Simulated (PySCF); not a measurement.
**C₆ coefficients of unlike pairs at PBE**

Calculated with PySCF 2.14 from the dipole response of each species, C₆(A,B) = (3/π) ∫ α_A(iu) α_B(iu) du, in atomic units, from isotropic polarisabilities. For ions this is the dispersion term alone; charge-induced terms of lower order in 1/R come first.

```json
{"species": "I²⁺", "configuration": "[Kr] 4d10 5s2 5p3 (4S)", "basis": "aug-cc-pwCVTZ-PP with ECP28MDF (8s7p6d4f1g)", "relativity": "core potential", "α (bohr³)": "13.77", "C₆ (like pair)": "96.68"}
{"species": "B²⁺", "configuration": "[He] 2s1 (2S)", "basis": "aug-cc-pCVTZ-DK (7s6p4d2f)", "relativity": "spin-free X2C", "α (bohr³)": "6.968", "C₆ (like pair)": "9.255"}
{"species": "F²⁺", "configuration": "[He] 2s2 2p3 (4S)", "basis": "dyall-av3z (15s9p3d2f)", "relativity": "spin-free X2C", "α (bohr³)": "1.248", "C₆ (like pair)": "1.589"}
{"species": "S⁺", "configuration": "[Ne] 3s2 3p3 (4S)", "basis": "aug-cc-pwCVDZ (6s5p3d)", "relativity": "none", "α (bohr³)": "11.08", "C₆ (like pair)": "55.79"}
```

(1) Estimate C₆ for F²⁺ with I²⁺.

No spin-orbit coupling is included.

The other pairs:

```
    pair     C₆
B²⁺, I²⁺  26.94
 S⁺, I²⁺  73.05
 S⁺, B²⁺  21.03
F²⁺, B²⁺  2.874
 S⁺, F²⁺  8.585
```

Answers

(1) The integral gives 11.75. The combination rule 2 C_A C_B / (C_A α_B/α_A + C_B α_A/α_B) gives 11.68 and the geometric mean 12.39.
